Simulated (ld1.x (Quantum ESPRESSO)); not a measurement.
**How hard is this mercury ultrasoft potential?**

mercury, ultrasoft, made with ld1.x (Quantum ESPRESSO) 7.5 (BLYP, scalar-relativistic). Core [Xe] 4f14, reference 5d10 6s0 6p0 (charge +2). Waves: 6s (bound, empty): rcut 2.00, rcutus 2.30 bohr; 6s channel at 0.8 Ry: rcut 2.00, rcutus 2.30 bohr; 6p (bound, empty): rcut 1.00, rcutus 1.30 bohr; 6p channel at 2 Ry: rcut 1.00, rcutus 1.30 bohr; 5d (bound): rcut 1.25, rcutus 1.55 bohr; 5d channel at 3.15 Ry: rcut 1.25, rcutus 1.55 bohr. Local part: all-electron potential smoothed inside 2.20 bohr (lloc = -1). Core correction: none. Augmentation charge: built from norm-conserving waves at rcut, not smoothed further.

The pseudo-atom Hamiltonian at the reference potential is diagonalised in spherical Bessel functions j_l(qr) that vanish at 20 bohr, with q² up to the cutoff. All-electron valence levels (Ry): 6s -1.7282, 6p -1.1099, 5d -2.1069.

Question: How do the lowest levels (Ry) of each channel move with the cutoff, and are there ghosts?

Answer:

| cutoff (Ry) | s #1 | s #2 | p #1 | p #2 | d #1 | d #2 | f #1 | Σ f·Δε (mRy) |
| --- | --- | --- | --- | --- | --- | --- | --- | --- |
| 8 | -1.7283 | -0.6108 | -4.3568 | -0.8757 | -1.2131 | -0.4242 | -0.3050 | 8943.0 |
| 15 | -1.7284 | -0.6111 | -5.7517 | -1.0279 | -1.7147 | -0.4899 | -0.3060 | 3927.3 |
| 30 | -1.7285 | -0.6111 | -6.1590 | -1.0977 | -2.0732 | -0.5271 | -0.3061 | 342.3 |
| 45 | -1.7285 | -0.6111 | -6.1666 | -1.1086 | -2.1065 | -0.5327 | -0.3061 | 9.4 |
| 70 | -1.7285 | -0.6111 | -6.1909 | -1.1101 | -2.1073 | -0.5333 | -0.3061 | 1.5 |
| 100 | -1.7285 | -0.6111 | -6.1944 | -1.1101 | -2.1073 | -0.5333 | -0.3061 | 0.5 |
| 400 | -1.7285 | -0.6111 | -6.1948 | -1.1101 | -2.1074 | -0.5333 | -0.3061 | 0.0 |

Result: ghost state, extra bound levels that the all-electron valence spectrum of the same l lacks: p at -84.3 eV (a true bound ghost makes a file unfit for plane-wave use); 10 mRy is reached at 45 Ry and 1 mRy at 80 Ry.

Test run stopped at test 1 of 7 (negative rho).
